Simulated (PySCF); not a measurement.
C₂H₆BO (calculated)

Calculation on a computer-drawn molecule: the log of a Hartree-Fock and frozen-core CCSD(T) single point meant for a local Hartree-Fock minimum, with one planted fault or none, to be diagnosed. Offsets are logged minus clean, where the clean run is the same molecule without the fault. The reference is restricted for singlets and unrestricted otherwise, and also for a bond in bohr or an excited solution. Adding or removing an electron swaps singlet and doublet. The excited solution moves the top pair (singlet) or top alpha electron (doublet) to the lowest empty orbital. Highest occupied and lowest empty are orbital energies over both spins, largest force is the largest gradient component, triples share is (T) over the correlation energy, the T1 limit is 0.02 restricted and 0.045 unrestricted, electrons count all cores, a negative frequency is imaginary (commonest isotopes), and the dipole is about the centre of nuclear charge. Program: PySCF 2.14.0.

```yaml
- formula: C2H6BO
  logged_structure:
    atoms_angstrom:
      - [B, -1.0045, 0.229, 1.9654]
      - [C, -2.4642, 0.2107, 1.381]
      - [C, -2.7183, 1.2617, 0.2978]
      - [O, -3.4095, 0.3127, 2.4271]
      - [H, -0.6685, 0.1568, 3.1101]
      - [H, -2.6026, -1.6713, 0.4857]
      - [H, -2.0108, 1.1583, -0.5265]
      - [H, -3.7287, 1.1567, -0.1091]
      - [H, -2.6298, 2.2702, 0.7078]
      - [H, -4.2808, 0.2224, 2.0689]
  given:
    meant_charge: 0
    meant_multiplicity: 2
    meant_basis: cc-pVDZ
    logged_electrons: 31
    logged_basis_functions: 86
    logged_SCF_converged: "yes"
    logged_spin_squared: 1.4789
    "logged_highest_occupied [eV]": -9.2078
    "logged_lowest_empty [eV]": 1.4414
    "logged_largest_force [hartree/bohr]": 0.027286
    logged_T1_diagnostic: 0.049996
    logged_D1_diagnostic: 0.24039
    logged_triples_share: 0.035103
    logged_CC_converged: "yes"
    "logged_dipole_magnitude [debye]": 1.8946
    logged_SCF_stable_within_its_kind: "yes"
    "logged_energy_HF [hartree]": -178.58804
    "logged_energy_CCSD(T) [hartree]": -179.17953
    possible_faults: "no fault, one electron removed, one electron added, multiplicity raised by two, geometry at a saddle point, SCF held on an excited solution, minimal basis STO-3G, one bond length entered in bohr, all coordinates scaled"
    drawn_bonds_atom: [1, 2, 2, 1, 2, 3, 3, 3, 4]
    drawn_bonds_other_atom: [2, 3, 4, 5, 6, 7, 8, 9, 10]
    drawn_bonds_order: [1, 1, 1, 1, 1, 1, 1, 1, 1]
  results:
    planted_fault: "one bond length entered in bohr, row 5 of the drawn bonds"
    "HF_energy_offset_from_clean_run [kcal/mol]": 68.91
    "CCSD(T)_energy_offset_from_clean_run [kcal/mol]": 68.27
  notes: ["T1 above single-reference limit"]
```
